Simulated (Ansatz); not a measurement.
Ansatz (a quantum-chemistry and plane-wave program) input (B3LYP/LANL2DZ): The .json file is the Basis Set Exchange's LANL2DZ.

Ansatz 0.2 input:
```yaml
crystal:
  periodic: [false, false, false]
  atoms:
    - {symbol: Te, position_ang: [0.04424900, 0.01794800, 1.08399000]}
    - {symbol: I, position_ang: [0.96386800, -1.85549600, -0.54142400]}
    - {symbol: I, position_ang: [-1.00728200, 1.83788600, -0.52211300]}
basis:
  gaussian:
    orbitals: LANL2DZ.json
hamiltonian:
  xc: {name: B3LYP}
total_charge: 1
magnetization: {spin_polarized: true, initial_magnetization: 1}
relax: {f_tol: 0.003, max_steps: 120}
```

Output:

```
Functional definition: B3LYP
integrals: 0.01 GiB planned
402 factors; integrals over basis functions are off by at most 3.2e-5 eV
mean field: 0.10 GiB planned
mean field evaluation 1: about -829.3679 eV, gradient 9.4e0 eV
mean field evaluation 2: about -826.5883 eV, gradient 1.8e1 eV
mean field evaluation 4: about -830.3180 eV, gradient 4.9e-2 eV
mean field evaluation 8: about -830.3167 eV, gradient 1.7e-3 eV
mean field -830.31670102 eV, -30.5135759536 hartree, gradient 5.5e-5 eV, S^2 0.751230; 0 other end points of the search recorded, 0 dependent functions left out
the calculation of the forces begins
reference -830.31692001 eV, -30.5135840014 hartree; 10, 9 occupied and 14, 15 virtual orbitals, 402 factors
relax step   1: F+E_penalty+E_count = -830.31670102 eV  Δ(F+E_penalty+E_count) = +0.000e0 eV  max|allowed force component| = 1.903e0 eV/Å  Δτ_max = 0.0000 Å  (25 SCF iters, accepted)
these checks for a lower state are left out or cut short: starts, cluster_reference, orbital_swaps, neighbouring_geometries, increment
integrals: 0.01 GiB planned
402 factors; integrals over basis functions are off by at most 4.9e-5 eV
mean field: 0.10 GiB planned
mean field evaluation 16: about -830.4989 eV, gradient 2.1e-1 eV
mean field -830.49854885 eV, -30.5202587381 hartree, gradient 9.3e-6 eV, S^2 0.752559; 0 other end points of the search recorded, 0 dependent functions left out
the calculation of the forces begins
reference -830.49877660 eV, -30.5202671077 hartree; 10, 9 occupied and 14, 15 virtual orbitals, 402 factors
relax step   2: F+E_penalty+E_count = -830.49854885 eV  Δ(F+E_penalty+E_count) = -1.818e-1 eV  max|allowed force component| = 6.596e-1 eV/Å  Δτ_max = 0.1950 Å  (32 SCF iters, accepted)
these checks for a lower state are left out or cut short: starts, cluster_reference, orbital_swaps, neighbouring_geometries, increment
integrals: 0.01 GiB planned
402 factors; integrals over basis functions are off by at most 4.1e-5 eV
mean field: 0.10 GiB planned
mean field -830.54057567 eV, -30.5218031954 hartree, gradient 1.5e-5 eV, S^2 0.751765; 0 other end points of the search recorded, 0 dependent functions left out
the calculation of the forces begins
reference -830.54079947 eV, -30.5218114197 hartree; 10, 9 occupied and 14, 15 virtual orbitals, 402 factors
relax step   3: F+E_penalty+E_count = -830.54057567 eV  Δ(F+E_penalty+E_count) = -4.203e-2 eV  max|allowed force component| = 1.575e-1 eV/Å  Δτ_max = 0.0843 Å  (30 SCF iters, accepted)
these checks for a lower state are left out or cut short: starts, cluster_reference, orbital_swaps, neighbouring_geometries, increment
integrals: 0.01 GiB planned
402 factors; integrals over basis functions are off by at most 4.2e-5 eV
mean field: 0.10 GiB planned
mean field evaluation 32: about -830.5452 eV, gradient 4.1e-3 eV
mean field -830.54355797 eV, -30.5219127929 hartree, gradient 1.3e-5 eV, S^2 0.751862; 0 other end points of the search recorded, 0 dependent functions left out
the calculation of the forces begins
reference -830.54378268 eV, -30.5219210506 hartree; 10, 9 occupied and 14, 15 virtual orbitals, 402 factors
relax step   4: F+E_penalty+E_count = -830.54355797 eV  Δ(F+E_penalty+E_count) = -2.982e-3 eV  max|allowed force component| = 2.603e-2 eV/Å  Δτ_max = 0.0219 Å  (29 SCF iters, accepted)
these checks for a lower state are left out or cut short: starts, cluster_reference, orbital_swaps, neighbouring_geometries, increment
integrals: 0.01 GiB planned
402 factors; integrals over basis functions are off by at most 4.2e-5 eV
mean field: 0.10 GiB planned
mean field -830.54361878 eV, -30.5219150276 hartree, gradient 4.5e-5 eV, S^2 0.751879; 0 other end points of the search recorded, 0 dependent functions left out
the calculation of the forces begins
reference -830.54384360 eV, -30.5219232894 hartree; 10, 9 occupied and 14, 15 virtual orbitals, 402 factors
relax step   5: F+E_penalty+E_count = -830.54361878 eV  Δ(F+E_penalty+E_count) = -6.081e-5 eV  max|allowed force component| = 1.420e-3 eV/Å  Δτ_max = 0.0023 Å  (22 SCF iters, accepted)
integrals: 0.01 GiB planned
402 factors; integrals over basis functions are off by at most 4.2e-5 eV
mean field: 0.10 GiB planned
mean field evaluation 64: about -830.5197 eV, gradient 1.2e0 eV
mean field -830.54361878 eV, -30.5219150276 hartree, gradient 4.5e-5 eV, S^2 0.751879; 3 other end points of the search recorded, 0 dependent functions left out
the calculation of the forces begins
reference -830.54384360 eV, -30.5219232894 hartree; 10, 9 occupied and 14, 15 virtual orbitals, 402 factors
Total energy: -830.54384360 eV, -30.5219232894 hartree
Atom 0 at     0.046159     0.018723     1.130782 Å, force     0.000058     0.000024     0.001420 eV/Å
Atom 1 at     1.025157    -1.972512    -0.565430 Å, force     0.000298    -0.000624    -0.000713 eV/Å
Atom 2 at    -1.070481     1.954127    -0.544899 Å, force    -0.000356     0.000600    -0.000707 eV/Å
Dipole moment:     0.011875     0.004817     0.290912 e Å
```

The dipole moment of an ion depends on the origin.

The geometry given is a B3LYP-D3(BJ)/def2-TZVP minimum.
